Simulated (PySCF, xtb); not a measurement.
H₈NSi₃, SMILES [SiH2]N([SiH3])[SiH3] (connectivity only; charge and spin as stated), charge +1, multiplicity 1.

GFN2-xTB (xtb) at its own geometry gives an orbital gap of 3.27 eV.

Geometry: PBE-D3(BJ)/def2-SVP. The spin state was assumed, not searched. The isomer is the one that the SMILES or the coordinates give; other isomers of the formula were not compared.

Q: What does r2SCAN/def2-TZVP (PySCF) give? (An estimate is asked for; the answer gives what the named calculation found.)

A: gap 4.19 eV (levels -12.46 and -8.27 eV).
